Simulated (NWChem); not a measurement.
**Correlation energy of CH₃S**

```
C
H 1 1.0895
H 1 1.0902 2 120.88
S 1 1.7219 2 121.85 3 169.31
H 4 1.3501 1 98.03 2 10.91
```
Charge 0, spin multiplicity 2.

Program: NWChem. All single points use one geometry, from UPBE0/def2-SVP, a minimum by its harmonic frequencies. It is one conformer; others weren't searched.

Basis set: def2-SVP. Each correlation energy counts from its own Hartree-Fock reference.

The correlated methods keep 6 core orbitals frozen. The structure started from a generated list of species. The stability of the SCF solutions was not checked. Open-shell Hartree-Fock references start from PBE0 orbitals. No row is a measurement; the coupled-cluster row has its own basis-set and correlation limits.

```tsv
method	correlation energy (mHa)
CCSD(T) on ROHF	(withheld)
CCSD[T] on ROHF	-302.0
CCSD[T] on UHF	-296.6
CCSD(T) on UHF	-296.2
UMP2	(withheld)
SCS-UMP2	-254.0
CCSD on ROHF	-293.5
CCSD on UHF	(withheld)
```

Question: Some entries are withheld; supply them.

Answer: 
- CCSD(T) on ROHF, correlation energy (mHa): -301.6
- UMP2, correlation energy (mHa): -253.7
- CCSD on UHF, correlation energy (mHa): -288.3
